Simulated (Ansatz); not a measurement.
Compare A (`CC[Si]OC`) with its isomer B (`C=C[SiH](C)O`).

Computed with Ansatz on PBE0-D4/def2-TZVP structures; ΔE is electronic, products minus reactants. CCSD(T)/CBS is the MP2 limit (def2-TZVPP, def2-QZVPP) plus CCSD(T) − MP2 in def2-TZVPP, frozen cores. DFT in def2-TZVPP. B3LYP here is the variant with VWN-RPA as its local correlation; programs differ in this. One conformer a species, not always the lowest.

**Question.** Which is lower in electronic energy at CCSD(T)/CBS, and by how much? (Best estimate.)

**Answer.** The calculation gave: B, by 151.5 kJ/mol.

**Question.** Give E(B) − E(A) in kJ/mol with CCSD/def2-TZVPP, CCSD(T)/def2-TZVPP, BLYP-D4, PBE0-D4, B3LYP, LDA (SPW92), B3LYP-D4. (An estimate is asked.)

**Answer.** Computed: CCSD/def2-TZVPP -146.2, CCSD(T)/def2-TZVPP -146.1, BLYP-D4 -132.3, PBE0-D4 -138.4, B3LYP -142.1, LDA (SPW92) -120.8, B3LYP-D4 -139.7. None reverses the order clearly.

**Question.** Does the order hold for the free energy at 298.15 K (harmonic terms from PBE0-D4)? (Estimate.)

**Answer.** Computed: Yes: G(B) − G(A) = -163.8 kJ/mol, for one conformer each.

Largest T1 diagnostic: 0.013.

From PBE to PBE0 (25 % exact exchange), in def2-TZVPP and without D4, E(B) − E(A) moves by −8.2 kJ/mol. In def2-TZVPP, CCSD(T) changes the Hartree–Fock value by +17.6 kJ/mol (the triples alone add +0.1 kJ/mol) and MP2 by +7.9 kJ/mol.
